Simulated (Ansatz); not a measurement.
Geometry optimisation, Ansatz 0.2.0, RKS PBE0-D4/def2-SVP.

Input file:

```yaml
crystal:
  periodic: [false, false, false]
  atoms:
    - { symbol: Ge, position_ang: [0.126464, -0.543543, -0.284633] }
    - { symbol: C, position_ang: [0.100454, 0.177378, 2.808524] }
    - { symbol: H, position_ang: [-0.985653, 0.351268, 2.764388] }
    - { symbol: H, position_ang: [0.437175, 0.237302, 3.855418] }
    - { symbol: H, position_ang: [0.624404, 0.942426, 2.22268] }
    - { symbol: H, position_ang: [1.114865, 0.628081, -0.130024] }
    - { symbol: H, position_ang: [-1.235217, -0.170033, 0.323229] }
    - { symbol: H, position_ang: [-0.1082, -0.720103, -1.804884] }
    - { symbol: Si, position_ang: [0.986071, -2.562376, 0.499012] }
    - { symbol: H, position_ang: [-0.071035, -3.621591, 0.427801] }
    - { symbol: H, position_ang: [2.115843, -2.972892, -0.396006] }
    - { symbol: H, position_ang: [1.504963, -2.514442, 1.89887] }
    - { symbol: H, position_ang: [0.334967, -0.829475, 2.418125] }
basis:
  gaussian: { orbitals: def2-SVP }
hamiltonian:
  xc: pbe0
  dispersion: d4
relax:
  f_tol: 0.03
  max_steps: 50
```

Run as:

```bash
$ ansatz run input.yaml --threads 4 --pin off --max-ram 5120MiB --backend cpu --events-out ev --progress --plain --runs-dir out
```

Where does it end, and by what steps?

The run converged. The force dipped under the threshold on the way, but the program's further checks kept it going. After 7 steps the energy has fallen by 0.204 eV; H13 moved furthest, 0.67 Å.

```json
{"step": "0", "energy less start (eV)": "0.0000", "largest force component (eV/Å)": "0.702", "accepted": "yes"}
{"step": "1", "energy less start (eV)": "-0.1482", "largest force component (eV/Å)": "0.087", "accepted": "yes"}
{"step": "2", "energy less start (eV)": "-0.1918", "largest force component (eV/Å)": "0.108", "accepted": "yes"}
{"step": "3", "energy less start (eV)": "-0.1983", "largest force component (eV/Å)": "0.084", "accepted": "yes"}
{"step": "4", "energy less start (eV)": "-0.2024", "largest force component (eV/Å)": "0.027", "accepted": "yes"}
{"step": "5", "energy less start (eV)": "-0.2030", "largest force component (eV/Å)": "0.121", "accepted": "yes"}
{"step": "6", "energy less start (eV)": "-0.2036", "largest force component (eV/Å)": "0.056", "accepted": "yes"}
{"step": "7", "energy less start (eV)": "-0.2038", "largest force component (eV/Å)": "0.006", "accepted": "yes"}
```

```xyz
13
Properties=species:S:1:pos:R:3
Ge 0.148 -0.649 -0.599
C 0.039 0.338 3.207
H -1.013 0.613 3.056
H 0.346 0.601 4.229
H 0.666 0.882 2.487
H 1.158 0.501 -0.426
H -1.152 -0.273 0.134
H -0.164 -0.799 -2.100
Si 1.044 -2.686 0.253
H -0.001 -3.755 0.225
H 2.203 -3.124 -0.583
H 1.510 -2.506 1.661
H 0.162 -0.742 3.057
```

Whether the end is a true minimum wasn't checked by a vibrational analysis.

Time of the run: 15 s on 4 threads of Arm Neoverse V1, with other jobs on the host, peak memory 0.28 GiB.
